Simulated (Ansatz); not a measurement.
`[O]=[W]([OH])(=[S])[Cl]`, charge 0, multiplicity 1.

Question: Give a relaxed structure at PBE0-D4/def2-TZVP (the Gaussian-basis code of Ansatz). (Best estimate.)

Answer: Computed: 
Cartesian coordinates in Å:
```
O -1.851 -0.185 0.685
W -0.233 -0.271 0.197
O 0.072 1.099 -1.032
S 1.011 -0.009 1.901
Cl 0.156 -2.303 -0.710
H 0.846 1.669 -1.041
```
